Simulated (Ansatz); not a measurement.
Gas-phase electronic energies from Ansatz, PBE0-D4/def2-TZVP geometries. CCSD(T)/CBS adds triple-zeta CCSD(T) − MP2 to the extrapolated MP2 energy (def2 sets, frozen cores). One conformer a species, not always the lowest.

`OBCF` + `FCOC(F)F` → `OBOCF` + `FCC(F)F`  (formal exchange of groups at a B–C bond)

`OBCF`:

Z-matrix (Å, degrees):
```
C
B 1 1.572
F 1 1.389 2 112.6
H 1 1.098 2 110.8 3 -121.2
H 1 1.098 2 110.7 3 121.1
O 2 1.352 1 116.8 3 179.8
H 2 1.201 1 122.0 3 -0.2
H 6 0.960 2 113.6 1 180.0
```

`FCOC(F)F`:

```xyz
9

F     0.364   -0.334    1.860
C     0.699    0.498    0.822
O     0.664   -0.193   -0.378
C    -0.588   -0.494   -0.841
F    -0.426   -1.286   -1.899
F    -1.218    0.631   -1.255
H     1.728    0.828    0.958
H    -0.003    1.336    0.830
H    -1.220   -0.986   -0.097
```

`OBOCF`:

Z-matrix (Å, degrees):
```
C
F 1 1.369
O 1 1.380 2 109.5
H 1 1.092 2 107.8 3 117.9
H 1 1.095 2 107.6 3 -121.4
B 3 1.370 1 120.6 2 -92.0
O 6 1.348 3 119.3 1 175.3
H 6 1.196 3 121.3 1 -5.8
H 7 0.963 6 112.8 3 -1.9
```

`FCC(F)F`:

Z-matrix (Å, degrees):
```
C
C 1 1.509
F 1 1.372 2 109.3
H 1 1.093 2 109.4 3 -119.5
H 1 1.093 2 109.5 3 119.8
F 2 1.356 1 108.3 3 173.8
F 2 1.352 1 110.4 3 -68.3
H 2 1.095 1 113.0 3 53.0
```

```tsv
species	HF/def2-QZVPP energy (Eh)
`OBCF`	-239.33829
`FCOC(F)F`	-450.87974
`OBOCF`	-314.29877
`FCC(F)F`	-375.97357
```

Work out ΔE.

ΔE = (-314.29877) + (-375.97357) − (-239.33829) − (-450.87974) = -0.05431 Eh = -1.48 eV. CCSD(T)/CBS gives -1.46 eV.

Largest T1 diagnostic among the species: 0.013.

From BLYP to BHLYP (50 % exact exchange), in def2-TZVPP and without D4, ΔE moves by −0.04 eV. Leaving LDA and LC-ωPBE aside and taking each functional with its dispersion term where it has one, the values, not all of them listed here, spread over 0.11 eV, from BHLYP-D4 to revPBE-D4.
